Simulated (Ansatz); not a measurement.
`O[SiH2]S[SiH2][SiH3]` + `[NH2][ZnH]` → `O[SiH2][NH][ZnH]` + `[SiH3][SiH2]S`  (ligand exchange at the Si–S bond)

Isolated molecules relaxed with PBE0-D4/def2-TZVP in Ansatz; ΔE leaves out vibrations. CBS: MP2 limit from def2 TZ/QZ plus the TZ coupled-cluster correction, frozen cores. Functionals use def2-TZVPP. B3LYP here is the variant with VWN-RPA as its local correlation; programs differ in this. For Zn outer-core shells are correlated without core-valence functions, which leaves a few kJ/mol of doubt a bond. Scalar relativity is left out up to krypton. One conformer a species, not always the lowest.

(1) Is it downhill or uphill in electronic energy at CCSD(T)/CBS, and by how much? (Estimate.)

(2) What do these levels give: PBE0-D4, B3LYP-D4, ωB97X-V, ωB97M-V, r2SCAN, MP2/def2-TZVPP, SCS-MP2/def2-TZVPP, CCSD/def2-TZVPP, HF/def2-QZVPP, MP2/def2-QZVPP, SCS-MP2/def2-QZVPP, CCSD/CBS(def2)? (An estimate is asked.)

Largest T1 diagnostic among the species: 0.016.

## Answers

(1) Ansatz gave: Downhill: ΔE = -3.7 kcal/mol.

(2) The calculation gave: PBE0-D4 -1.7, B3LYP-D4 -2.9, ωB97X-V -3.8, ωB97M-V -3.8, r2SCAN -3.4, MP2/def2-TZVPP -3.4, SCS-MP2/def2-TZVPP -4.7, CCSD/def2-TZVPP -5.6, HF/def2-QZVPP -8.4, MP2/def2-QZVPP -2.8, SCS-MP2/def2-QZVPP -4.0, CCSD/CBS(def2) -4.4 kcal/mol.

In def2-TZVPP, CCSD(T) changes the Hartree–Fock value by +3.5 kcal/mol (the triples alone add +0.8 kcal/mol) and MP2 by +4.9 kcal/mol. From PBE to PBE0 (25 % exact exchange), in def2-TZVPP and without D4, ΔE moves by −1.6 kcal/mol. The D4 term adds +1.3 kcal/mol with B3LYP and +0.8 kcal/mol with PBE0; it sums over pairs of atoms, weighted by their polarisabilities, and B3LYP, whose exchange is more repulsive, gets the larger term.
